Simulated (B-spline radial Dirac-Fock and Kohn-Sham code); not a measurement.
# Muonic X-ray energies, La to Hf

Calculated with a B-spline atomic structure program, using the Dirac equation of a negative muon with reduced mass in the field of a spherical finite nucleus, with the Uehling potential to all orders; nuclear polarisation, deformation, hyperfine structure, self-energy, higher-order vacuum polarisation, relativistic recoil and electron screening are left out. Fermi charge distributions with a skin thickness of 2.3 fm (Gaussian below an rms radius of 2.2 fm); energies in keV. Radii are from Angeli and Marinova (2013), any marked * from an empirical formula.

```
nucleus  rms radius (fm)  2p3/2 → 1s  3d5/2 → 2p3/2  4f7/2 → 3d5/2  2p → 1s over point nucleus without QED
  ¹³⁹La            4.855        4081           1270          449.7                                   0.562
  ¹⁴⁰Ce           4.8771        4170           1313          465.8                                   0.554
  ¹⁴¹Pr           4.8919        4263           1358          482.1                                   0.546
  ¹⁴⁴Nd           4.9421        4336           1402          498.8                                   0.536
  ¹⁴⁵Pm           4.962*        4424           1448          515.7                                   0.527
  ¹⁵⁰Sm           5.0387        4478           1492          532.9                                   0.515
  ¹⁵²Eu           5.1064        4534           1537          550.4                                   0.504
  ¹⁵⁷Gd           5.1449        4607           1584          568.2                                   0.495
  ¹⁵⁹Tb             5.06        4758           1634          586.3                                   0.495
  ¹⁶²Dy           5.2074        4757           1678          604.7                                   0.478
  ¹⁶⁵Ho           5.2022        4855           1727          623.3                                   0.472
  ¹⁶⁷Er            5.256        4912           1775          642.3                                   0.463
  ¹⁶⁹Tm           5.2256        5027           1826          661.6                                   0.459
  ¹⁷³Yb           5.3046        5063           1873          681.1                                   0.448
  ¹⁷⁵Lu             5.37           ?              ?              ?                                       ?
  ¹⁷⁸Hf           5.3371        5222           1974          721.0                                   0.434
```

Task: Fill in the row of ¹⁷⁵Lu.

Result: 5107 keV, 1921 keV, 700.9 keV; ratio 0.437.
